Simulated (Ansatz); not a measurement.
`N[SiH2][SiH](F)Br` and `B[SiH](F)[SiH2]N` differ in one atom or group.

Ansatz, PBE0-D4/def2-TZVP geometries, multiplicity 1. Each molecule was computed in one conformer, which needn't be the lowest.

Scalar relativity is left out up to krypton. Spin–orbit coupling is left out; it splits and shifts lone-pair levels of the heavy atoms by tenths of an eV.

```tsv
property	`N[SiH2][SiH](F)Br`
HOMO energy (PBE0/def2-TZVPP) / eV	-7.54
LUMO energy (B3LYP/def2-TZVPP) / eV	-0.93
HOMO energy (ωB97M-V/def2-TZVPP) / eV	-9.74
LUMO energy (ωB97M-V/def2-TZVPP) / eV	0.99
HOMO–LUMO gap (PBE0/def2-TZVPP) / eV	6.79
size of the dipole moment (ωB97M-V/def2-TZVPP) / D	2.23
```

(1) What does the change do to each property? (Best estimate.)

Results:

(1) Computed: 
| property | `B[SiH](F)[SiH2]N` | shift |
| --- | --- | --- |
| HOMO energy (PBE0/def2-TZVPP) / eV | -7.28 | 0.26 |
| LUMO energy (B3LYP/def2-TZVPP) / eV | -2.82 | -1.89 |
| HOMO energy (ωB97M-V/def2-TZVPP) / eV | -9.39 | 0.35 |
| LUMO energy (ωB97M-V/def2-TZVPP) / eV | -0.73 | -1.72 |
| HOMO–LUMO gap (PBE0/def2-TZVPP) / eV | 4.65 | -2.14 |
| size of the dipole moment (ωB97M-V/def2-TZVPP) / D | 2.17 | -0.06 |

With PBE0 the HOMO rises by 0.26 eV and the LUMO falls by 1.88 eV, so the gap narrows by about 2.14 eV. PBE moves the HOMO by 0.14 eV and ωB97M-V by 0.35 eV. Dipoles are sizes alone; their direction can turn.

B3LYP here is the variant with VWN-RPA as its local correlation; programs differ in this.
